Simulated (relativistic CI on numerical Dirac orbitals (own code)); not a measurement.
## Ni²⁷⁺: q coefficients and field-shift factors

These numbers are calculated, not measured: Dirac equation for one electron (own radial code, finite nucleus).

CI space: 1s, 2s, 2p. Levels of other configurations are missing.

With x = (α/α₀)² − 1 an excitation energy changes as ω = ω₀ + qx; K = 2q/ω₀ is the relative enhancement. Terms are leading LS components, so labels can repeat. The field-shift factor is F = δν/δ⟨r²⟩ for the transition from the lowest level.

Lowest level 1s 2S_1/2.

| Level | ω₀ (cm⁻¹) | q (cm⁻¹) | K | F (GHz/fm²) |
| --- | --- | --- | --- | --- |
| 2p 2P°_1/2 | 65154593 | 643400 | 0.0197 | -1230 |
| 2s 2S_1/2 | 65154670 | 643400 | 0.0198 | -1070 |
| 2p 2P°_3/2 | 65385104 | 880100 | 0.0269 | -1230 |
